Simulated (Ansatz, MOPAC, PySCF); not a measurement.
Dimer: CH4OSe (SMILES CO[SeH]) (first 7 atoms) with CH4 (SMILES C); geometry from B3LYP-D3(BJ)/def2-TZVP, rigid monomers moved along the line of their centres of mass till O2···H12 is 4.83 Å.
(charge 0, multiplicity 1):
```xyz
12

C      1.8353     0.8063     0.8019
O      0.4378     0.7690     0.5231
Se    -0.2413    -0.8850     0.2262
H      2.0930     0.1789     1.6584
H      2.0649     1.8478     1.0322
H      2.4225     0.4897    -0.0653
H      0.1688    -0.9781    -1.1963
C     -0.1626     0.2518     6.0990
H      0.0922    -0.7281     5.6961
H     -1.0273     0.1587     6.7546
H      0.6823     0.6392     6.6675
H     -0.3945     0.9320     5.2812
```

Counterpoise-corrected where a basis set is named; no monomer relaxation. Rows marked so take none.

Frozen-core correlation. Filled d and f shells under p-block atoms count as core. Rows in 6-31G* carry no dispersion term and start afresh at each structure (6-31G* with six Cartesian d functions); the Pople sets are all-electron and without relativity. The state reached by AM1, PM6, PM7 isn't checked; PM7 holds dispersion and hydrogen-bond terms.

Programs: Ansatz (Gaussian orbitals); MOPAC for AM1, PM6, PM7 (differences of heats of formation); PySCF for 6-31G* rows, the dispersion terms. 

Other levels give for the interaction energy: PBE/def2-TZVPPD -2.4; B3LYP/def2-TZVPPD 0.9; B3LYP-D3(BJ)/def2-TZVPPD -6.6; wB97M-V/def2-TZVPPD -7.0; CCSD(T)/aug-cc-pVDZ -6.5 meV.

Task: What do these common cheap choices give for the same quantity: AM1, PM6, PM7, HF/6-31G* (no counterpoise), BP86/6-31G* (no counterpoise), B3LYP/6-31G*, B3LYP/6-31G* (no counterpoise), M06-2X/6-31G* (no counterpoise)?

Result: AM1 -0.1; PM6 -1.4; PM7 -9.2; HF/6-31G* (no counterpoise) -1.2; BP86/6-31G* (no counterpoise) 0.2; B3LYP/6-31G* 0.0; B3LYP/6-31G* (no counterpoise) -0.4; M06-2X/6-31G* (no counterpoise) -2.7 meV. They span -9.2 to 0.2 meV.

Ansatz is a first-principles code.
